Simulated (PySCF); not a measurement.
SMILES c1cc(cc(C)c1)C(C)C (C10H14) at its GFN2-xTB optimised geometry (Å):

```
24

C     -2.4585     1.9393     0.0235
C     -1.7255     0.6315     0.0009
C     -2.4228    -0.5691     0.0025
C     -1.7400    -1.7719     0.0019
C     -0.3575    -1.7908     0.0006
C      0.3622    -0.6023     0.0000
C      1.8718    -0.6023     0.0000
C      2.4141    -1.2719     1.2645
C      2.4177    -1.2885    -1.2539
C     -0.3378     0.5961     0.0000
H     -2.7214     2.2011     1.0492
H     -3.3795     1.8769    -0.5522
H     -1.8421     2.7385    -0.3816
H     -3.5035    -0.5606     0.0030
H     -2.2902    -2.7022     0.0014
H      0.1600    -2.7385    -0.0012
H      2.2130     0.4392    -0.0064
H      2.1232    -2.3187     1.3022
H      3.5005    -1.2166     1.2842
H      2.0253    -0.7763     2.1515
H      3.5035    -1.2237    -1.2764
H      2.0234    -0.8112    -2.1487
H      2.1364    -2.3384    -1.2737
H      0.2114     1.5284    -0.0017
```

Calculation: PySCF with PBE/def2-SVP. Cells within 0.4 Å of a nucleus heavier than hydrogen are left out (blank, or x).

Map of the deformation density (molecule minus spherical neutral atoms) (e/bohr³) on the plane z = 0.0 Å:

```
|2222222222222222222222222|
|2222222222222222222222222|
|2222222222222222222222222|
|2222222222222222222222222|
|2222222222222222222222222|
|2222222112222222222222222|
|2222211232222222222222222|
|2222221372122222222222222|
|2222135x41111112222222222|
|2222122561127312222222222|
|2222211274448311112222222|
|22222112xx8xx112531222222|
|2222122492139322841222222|
|2222188x4001xx7xx11122222|
|2222133581028542411122222|
|22222113xx6x8210111122222|
|22222112xx7x6211111122222|
|2222221582139311112222222|
|2222221121123112222222222|
|2222222111211122222222222|
|2222222222222222222222222|
|2222222222222222222222222|
|2222222222222222222222222|
|2222222222222222222222222|
|2222222222222222222222222|
```
Scale: ten equal steps from -0.030 (start of '0') to 0.102 (end of '9'), in the order '0123456789'; x runs from -6.00 to 6.00, y from -6.00 (bottom) to 6.00 (top).
